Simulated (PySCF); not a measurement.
C₄H₁₂O₃Si, triplet, at the geometry of the source list (a higher spin typed on purpose: for a closed-shell molecule this is an excited state); B3LYP/STO-3G in PySCF.

Input for PySCF:
```python
from pyscf import gto, scf, dft

mol = gto.M(
    atom='''
C    -2.360200   -1.278800   -0.522300
O    -1.501300   -0.181200   -0.658100
Si   -0.000200   -0.001600   -0.066000
C     0.005000    0.045400    1.844200
O     0.605100    1.364200   -0.701900
C     0.081800    2.660800   -0.626000
O     0.890800   -1.232200   -0.638700
C     2.273800   -1.423400   -0.531300
H    -1.894100   -2.179900   -0.924500
H    -2.610300   -1.446800    0.528100
H    -3.271900   -1.055000   -1.079200
H    -0.661200    0.813500    2.227400
H     0.996500    0.253800    2.236700
H    -0.317100   -0.901500    2.268700
H    -0.924500    2.691300   -1.047100
H     0.741100    3.316500   -1.197700
H     0.043300    3.002400    0.411300
H     2.810600   -0.584000   -0.976500
H     2.521800   -2.343800   -1.063100
H     2.570900   -1.519800    0.515900
''',
    basis='sto-3g',
    charge=0,
    spin=2,
    verbose=4,
)

mf = dft.UKS(mol)
mf.xc = 'b3lyp'
mf.grids.prune = dft.gen_grid.treutler_prune
mf.kernel()
mf.analyze()
```

What the program printed (banner, timings and long lists left out):

```
PySCF version 2.14.0

[INPUT] verbose = 4
[INPUT] num. atoms = 20
[INPUT] num. electrons = 74
[INPUT] charge = 0
[INPUT] spin (= nelec alpha-beta = 2S) = 2
[INPUT] symmetry False subgroup None
[INPUT] Mole.unit = angstrom
[INPUT] Symbol           X                Y                Z      unit          X                Y                Z       unit  Magmom
[...]
nuclear repulsion = 521.514558151942
number of shells = 38
number of NR pGTOs = 168
number of NR cGTOs = 56
basis = sto-3g
ecp = {}

******** <class 'pyscf.dft.uks.UKS'> ********
method = UKS
initial guess = minao
damping factor = 0
level_shift factor = 0
DIIS = <class 'pyscf.scf.diis.CDIIS'>
diis_start_cycle = 1
diis_space = 8
diis_damp = 0
SCF conv_tol = 1e-09
SCF conv_tol_grad = None
SCF max_cycles = 50
direct_scf = True
direct_scf_tol = 1e-13
number electrons alpha = 38  beta = 36
XC library pyscf.dft.libxc version 7.1.2
    S. Lehtola, C. Steigemann, M. J. T. Oliveira, and M. A. L. Marques,  SoftwareX 7, 1–5 (2018)
XC functionals = b3lyp
    P. J. Stephens, F. J. Devlin, C. F. Chabalowski, and M. J. Frisch,  J. Phys. Chem. 98, 11623 (1994)
radial grids:
    Treutler-Ahlrichs [JCP 102, 346 (1995); DOI:10.1063/1.469408] (M4) radial grids

becke partition: Becke, JCP 88, 2547 (1988); DOI:10.1063/1.454033
pruning grids: <function treutler_prune>
grids dens level: 3
symmetrized grids: False
atomic radii adjust function: <function treutler_atomic_radii_adjust>
small_rho_cutoff = 0
Set gradient conv threshold to 3.16228e-05
tot grids = 204096
init E= -667.332747586821

cycle= 1 E= -665.852687927664  delta_E= 1.48  |g|= 0.624  |ddm|= 4.32

cycle= 2 E= -665.574456860213  delta_E= 0.278  |g|= 0.932  |ddm|= 2.97

cycle= 3 E= -666.068781479961  delta_E= -0.494  |g|= 0.322  |ddm|= 2.57

cycle= 4 E= -665.977810258343  delta_E= 0.091  |g|= 0.459  |ddm|= 1.85

cycle= 5 E= -666.117937984222  delta_E= -0.14  |g|= 0.215  |ddm|= 1.56

cycle= 6 E= -666.129175703767  delta_E= -0.0112  |g|= 0.185  |ddm|= 0.742

cycle= 7 E= -666.154554523205  delta_E= -0.0254  |g|= 0.0293  |ddm|= 0.476

cycle= 8 E= -666.155349144945  delta_E= -0.000795  |g|= 0.00913  |ddm|= 0.134

cycle= 9 E= -666.155448679507  delta_E= -9.95e-05  |g|= 0.00479  |ddm|= 0.0288

cycle= 10 E= -666.155494991821  delta_E= -4.63e-05  |g|= 0.00201  |ddm|= 0.0261

cycle= 11 E= -666.155514365169  delta_E= -1.94e-05  |g|= 0.00104  |ddm|= 0.0257

cycle= 12 E= -666.155516255304  delta_E= -1.89e-06  |g|= 0.00123  |ddm|= 0.00684

cycle= 13 E= -666.155517600208  delta_E= -1.34e-06  |g|= 0.00103  |ddm|= 0.00491

cycle= 14 E= -666.155519059506  delta_E= -1.46e-06  |g|= 0.00064  |ddm|= 0.00834

cycle= 15 E= -666.155519648557  delta_E= -5.89e-07  |g|= 0.000527  |ddm|= 0.00509

cycle= 16 E= -666.155520191052  delta_E= -5.42e-07  |g|= 0.000735  |ddm|= 0.00616

cycle= 17 E= -666.155522583882  delta_E= -2.39e-06  |g|= 0.000448  |ddm|= 0.0305

cycle= 18 E= -666.15552327656  delta_E= -6.93e-07  |g|= 0.000171  |ddm|= 0.0176

cycle= 19 E= -666.155523413546  delta_E= -1.37e-07  |g|= 5.14e-05  |ddm|= 0.0124

cycle= 20 E= -666.155523416278  delta_E= -2.73e-09  |g|= 3.21e-05  |ddm|= 0.000626

cycle= 21 E= -666.155523417187  delta_E= -9.09e-10  |g|= 3.77e-05  |ddm|= 0.000504

cycle= 22 E= -666.155523419686  delta_E= -2.5e-09  |g|= 3.22e-05  |ddm|= 0.000969

cycle= 23 E= -666.155523420261  delta_E= -5.75e-10  |g|= 3.04e-05  |ddm|= 0.000147

Extra cycle  E= -666.1555234102  delta_E= 1.01e-08  |g|= 0.000117  |ddm|= 0.000399
SCF not converged.
SCF energy = -666.1555234102 after 50 cycles  <S^2> = 2.0065763  2S+1 = 3.004381
**** SCF Summaries ****
Total Energy =                        -666.155523410199748
Nuclear Repulsion Energy =             521.514558151942310
One-electron Energy =                -1956.918002100820104
Two-electron Energy =                  769.247920538678159
Two-electron Coulomb Energy =          842.588341695315762
DFT Exchange-Correlation Energy =      -73.340421156637603
**** MO energy ****
                             alpha | beta                alpha | beta
[...]
To work with the spin densities directly, `use mulliken_meta_spin()` only printing them here.

 ** Mulliken spin pop alpha/beta on meta-lowdin orthogonal AOs **
 ** Mulliken Spin Density (per AO)  **
spin_pop of  0 C 1s       -0.00000
spin_pop of  0 C 2s        0.00544
spin_pop of  0 C 2px       0.01534
spin_pop of  0 C 2py       0.04020
spin_pop of  0 C 2pz       0.00139
spin_pop of  1 O 1s        0.00002
spin_pop of  1 O 2s        0.05688
spin_pop of  1 O 2px       0.01900
spin_pop of  1 O 2py       0.02471
spin_pop of  1 O 2pz       0.26950
spin_pop of  2 Si 1s        0.00000
spin_pop of  2 Si 2s        0.00012
spin_pop of  2 Si 3s        0.34913
spin_pop of  2 Si 2px      -0.00006
spin_pop of  2 Si 2py      -0.00006
spin_pop of  2 Si 2pz      -0.00006
spin_pop of  2 Si 3px      -0.02101
spin_pop of  2 Si 3py      -0.02104
spin_pop of  2 Si 3pz      -0.03018
spin_pop of  3 C 1s        0.00002
spin_pop of  3 C 2s        0.08012
spin_pop of  3 C 2px       0.01352
spin_pop of  3 C 2py       0.01369
spin_pop of  3 C 2pz       0.29348
spin_pop of  4 O 1s        0.00002
spin_pop of  4 O 2s        0.05689
spin_pop of  4 O 2px       0.04358
spin_pop of  4 O 2py      -0.00010
spin_pop of  4 O 2pz       0.26986
spin_pop of  5 C 1s       -0.00000
spin_pop of  5 C 2s        0.00545
spin_pop of  5 C 2px       0.01352
spin_pop of  5 C 2py       0.04245
spin_pop of  5 C 2pz       0.00099
spin_pop of  6 O 1s        0.00002
spin_pop of  6 O 2s        0.05699
spin_pop of  6 O 2px       0.00369
spin_pop of  6 O 2py       0.04210
spin_pop of  6 O 2pz       0.26854
spin_pop of  7 C 1s       -0.00000
spin_pop of  7 C 2s        0.00546
spin_pop of  7 C 2px       0.05491
spin_pop of  7 C 2py       0.00099
spin_pop of  7 C 2pz       0.00115
spin_pop of  8 H 1s        0.00058
spin_pop of  9 H 1s        0.01387
spin_pop of  10 H 1s        0.00283
spin_pop of  11 H 1s       -0.00953
spin_pop of  12 H 1s       -0.00954
spin_pop of  13 H 1s       -0.00954
spin_pop of  14 H 1s        0.00057
spin_pop of  15 H 1s        0.00284
spin_pop of  16 H 1s        0.01388
spin_pop of  17 H 1s        0.00060
spin_pop of  18 H 1s        0.00282
spin_pop of  19 H 1s        0.01394
 ** Mulliken Spin Density (per atom)  **
spin density of  0 C =      0.06237
spin density of  1 O =      0.37011
spin density of  2 Si =      0.27686
spin density of  3 C =      0.40083
spin density of  4 O =      0.37025
spin density of  5 C =      0.06242
spin density of  6 O =      0.37134
spin density of  7 C =      0.06251
spin density of  8 H =      0.00058
spin density of  9 H =      0.01387
spin density of  10 H =      0.00283
spin density of  11 H =     -0.00953
spin density of  12 H =     -0.00954
spin density of  13 H =     -0.00954
spin density of  14 H =      0.00057
spin density of  15 H =      0.00284
spin density of  16 H =      0.01388
spin density of  17 H =      0.00060
spin density of  18 H =      0.00282
spin density of  19 H =      0.01394
 ** Mulliken pop alpha/beta on meta-lowdin orthogonal AOs **
 ** Mulliken pop       alpha | beta **
In total            38.00000 | 36.00000
 ** Mulliken atomic charges   ( Nelec_alpha | Nelec_beta ) **
charge of  0C =     -0.07484  (     3.06861      3.00624 )
charge of  1O =     -0.22320  (     4.29666      3.92655 )
charge of  2Si =      0.67883  (     6.79901      6.52215 )
charge of  3C =     -0.27107  (     3.33595      2.93512 )
charge of  4O =     -0.22303  (     4.29664      3.92639 )
charge of  5C =     -0.07485  (     3.06863      3.00622 )
charge of  6O =     -0.22260  (     4.29697      3.92563 )
charge of  7C =     -0.07488  (     3.06869      3.00618 )
charge of  8H =      0.03574  (     0.48242      0.48184 )
charge of  9H =      0.03927  (     0.48730      0.47343 )
charge of  10H =      0.04381  (     0.47951      0.47668 )
charge of  11H =      0.04303  (     0.47372      0.48325 )
charge of  12H =      0.04303  (     0.47371      0.48325 )
charge of  13H =      0.04303  (     0.47371      0.48326 )
charge of  14H =      0.03575  (     0.48241      0.48184 )
charge of  15H =      0.04380  (     0.47952      0.47668 )
charge of  16H =      0.03927  (     0.48730      0.47342 )
charge of  17H =      0.03577  (     0.48242      0.48181 )
charge of  18H =      0.04381  (     0.47951      0.47668 )
charge of  19H =      0.03932  (     0.48731      0.47337 )
Dipole moment(X, Y, Z, Debye):  0.00640,  0.02623,  1.14714
```

The run did not converge; its last values are not results.
